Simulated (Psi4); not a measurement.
FNa (SMILES [F][Na]), singlet, at a GFN2-xTB geometry (such geometries of metal compounds can be far from the true shape); TPSS/6-31G* in Psi4.

Here is a job for Psi4.
```
memory 2 GB

molecule {
0 1
  Na   -0.00000000   -0.00000000   -0.78691227
  F     0.00000000    0.00000000    0.96178167
symmetry c1
}

set basis 6-31g*

energy('tpss')
print_variables()
```

What the program printed (banner, timings and long lists left out):

```
   => Loading Basis Set <=

    Name: 6-31G*
    Role: ORBITAL
    Keyword: BASIS

         ---------------------------------------------------------
                                   SCF
               by Justin Turney, Rob Parrish, Andy Simmonett
                          and Daniel G. A. Smith
                              RKS Reference
         ---------------------------------------------------------

  ==> Geometry <==

    Molecular point group: c1
    Full point group: C_inf_v

    Geometry (in Angstrom), charge = 0, multiplicity = 1:

       Center              X                  Y                   Z               Mass
    ------------   -----------------  -----------------  -----------------  -----------------
         NA           0.000000000000     0.000000000000    -0.791232162440    22.989769282000
         F            0.000000000000     0.000000000000     0.957461777560    18.998403162730

  Running in c1 symmetry.

  Rotational constants: A = ************  B =      0.52996  C =      0.52996 [cm^-1]
  Rotational constants: A = ************  B =  15887.83969  C =  15887.83969 [MHz]
  Nuclear repulsion =   29.958669529288819

  Charge       = 0
  Multiplicity = 1
  Electrons    = 20
  Nalpha       = 10
  Nbeta        = 10

  ==> Algorithm <==

  SCF Algorithm Type is DF.
  DIIS enabled.
  MOM disabled.
  Fractional occupation disabled.
  Guess Type is SAD.
  Energy threshold   = 1.00e-06
  Density threshold  = 1.00e-06
  Integral threshold = 1.00e-12

  ==> Primary Basis <==

  Basis Set: 6-31G*
    Blend: 6-31G*
    Number of shells: 14
    Number of basis functions: 34
    Number of Cartesian functions: 34
    Spherical Harmonics?: false
    Max angular momentum: 2

  ==> DFT Potential <==

   => LibXC <=

    Version 7.1.2
    S. Lehtola, C. Steigemann, M. J. T. Oliveira, and M. A. L. Marques,  SoftwareX 7, 1–5 (2018) (10.1016/j.softx.2017.11.002)

   => Composite Functional: TPSS <=

    TPSS Meta-GGA XC Functional

    J. Tao, et al., Phys. Rev. Lett., 91, 146401, 2003

    Deriv               =              1
    GGA                 =           TRUE
    Meta                =           TRUE

    Exchange Hybrid     =          FALSE
    MP2 Hybrid          =          FALSE

   => Exchange Functionals <=

    1.0000   XC_MGGA_X_TPSS

   => Correlation Functionals <=

    1.0000   XC_MGGA_C_TPSS

   => LibXC Density Thresholds  <==

    XC_MGGA_C_TPSS:  1.00E-15
    XC_MGGA_X_TPSS:  1.00E-15

   => Molecular Quadrature <=

[...]
   @DF-RKS iter   3:  -262.03377659956590   -9.74287e+00   1.82823e-02 ADIIS/DIIS
   @DF-RKS iter   4:  -262.14430378025952   -1.10527e-01   4.85749e-03 ADIIS/DIIS
   @DF-RKS iter   5:  -262.15461374611903   -1.03100e-02   1.08553e-03 ADIIS/DIIS
   @DF-RKS iter   6:  -262.15525322437497   -6.39478e-04   4.39262e-05 DIIS
   @DF-RKS iter   7:  -262.15525399729597   -7.72921e-07   1.33707e-05 DIIS
   @DF-RKS iter   8:  -262.15525408837379   -9.10778e-08   7.73874e-07 DIIS
  Energy and wave function converged.

  ==> Post-Iterations <==

   Electrons on quadrature grid:
      Ntotal   =   19.9999455344 ; deviation = -5.447e-05

    Orbital Energies [Eh]
    ---------------------

    Doubly Occupied:

[...]
      10A     -0.173126

    Virtual:

[...]
    Final Occupation by Irrep:
              A
    DOCC [    10 ]
    NA   [    10 ]
    NB   [    10 ]

  @DF-RKS Final Energy:  -262.15525408837379

   => Energetics <=

    Nuclear Repulsion Energy =             29.9586695292888194
    One-Electron Energy =                -429.2865640335946864
    Two-Electron Energy =                 162.2278555790118162
    DFT Exchange-Correlation Energy =     -25.0552151630797617
    Empirical Dispersion Energy =           0.0000000000000000
    VV10 Nonlocal Energy =                  0.0000000000000000
    Total Energy =                       -262.1552540883737947

Computation Completed

Properties will be evaluated at   0.000000,   0.000000,   0.000000 [a0]

Properties computed using the SCF density matrix

 Multipole Moments:

 ------------------------------------------------------------------------------------
     Multipole            Electronic (a.u.)      Nuclear  (a.u.)        Total (a.u.)
 ------------------------------------------------------------------------------------

 L = 1.  Multiply by 2.5417464519 to convert [e a0] to [Debye]
 Dipole X            :         -0.0000000            0.0000000           -0.0000000
 Dipole Y            :         -0.0000000            0.0000000           -0.0000000
 Dipole Z            :         -2.3025180           -0.1632682           -2.4657862
 Magnitude           :                                                    2.4657862

 ------------------------------------------------------------------------------------

  Variable Map:
  ----------------------------------------------------------------------------
[...]
  Array Variable Map:
  ----------------------------------------------------------------------------
[...]
[...]
```
